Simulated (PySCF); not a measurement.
From orbital energies to excitation energies

Compound: C₂H₇NOSi.
SMILES: `C(/C)=N/[SiH2]O`

The calculation used TDDFT CAM-B3LYP/def2-SVPD, vertical, gas phase, core orbitals frozen in the response (PySCF). Geometry: PBE0-D3(BJ)/def2-SVP, one conformer, isolated molecule. Torsions of this conformer, `[CH3:1]/[CH:2]=[N:3]\[SiH2:4][OH:5]`: C2–N3–Si4–O5 -137°, H–O5–Si4–N3 -40°.

Orbital energies (eV): HOMO-3 -11.71, HOMO-2 -10.58, HOMO-1 -9.95, HOMO -8.43, LUMO 0.37, LUMO+1 1.25, LUMO+2 1.41.

Computed singlets:

```tsv
state	E (eV)	f
S1	4.22	0.0006
S2	6.71	0.028
S3	6.88	0.039
S4	7.23	0.082
S5	7.64	0.0025
S6	7.74	0.031
S7	7.86	0.469
S8	8.01	0.042
S9	8.07	0.056
S10	8.31	0.055
```

Task: Assign a leading configuration to S1, S2, S3 and S4 and set E beside the orbital difference Δε.

Result: 

```csv
state,leading configuration,weight,Δε (eV),E (eV),E − Δε (eV),f,other configurations
S1,HOMO→LUMO,0.95,8.80,4.22,-4.58,0.0006,–
S2,HOMO→LUMO+1,0.87,9.68,6.71,-2.97,0.028,–
S3,HOMO→LUMO+2,0.82,9.84,6.88,-2.96,0.039,–
S4,HOMO-1→LUMO,0.87,10.32,7.23,-3.08,0.082,–
```

E − Δε runs from -4.58 to -2.96 eV. Among themselves, these states come in the order of their orbital differences.

H and L stand for HOMO and LUMO. The other states: S5 7.64 eV, f 0.0025, H→L+3 (62%), H→L+4 (15%), H→L+5 (14%); S6 7.74 eV, f 0.031, H-2→L (34%), H→L+5 (31%), H-1→L+2 (8%); S7 7.86 eV, f 0.469, H→L+5 (40%), H-2→L (28%), H→L+3 (8%); S8 8.01 eV, f 0.042, H-1→L+2 (32%), H→L+4 (18%), H→L+6 (11%); S9 8.07 eV, f 0.056, H-2→L (20%), H→L+6 (20%), H-1→L+2 (18%); S10 8.31 eV, f 0.055, H→L+6 (55%), H→L+4 (25%).

Task: Pair triplets and singlets of the same leading configuration (75% or more in both) and give the splittings.

Result: 

```tsv
configuration	triplet	E(T) (eV)	singlet	E(S) (eV)	E(S) − E(T) (eV)
HOMO→LUMO	T1	3.68	S1	4.22	+0.54
HOMO→LUMO+2	T3	6.47	S3	6.88	+0.41
HOMO→LUMO+1	T4	6.59	S2	6.71	+0.12
```

The 4 triplets are Tamm–Dancoff values, the singlets full response.

Summed over the main configurations (up to three a state, each over 8%) of all 10 singlets, the electron leaves HOMO with weight 5.64, HOMO-1 with weight 1.46 and HOMO-2 with weight 0.82.

The vertical ionisation energy (ΔSCF) is 9.17 eV, 0.86 eV above S10.
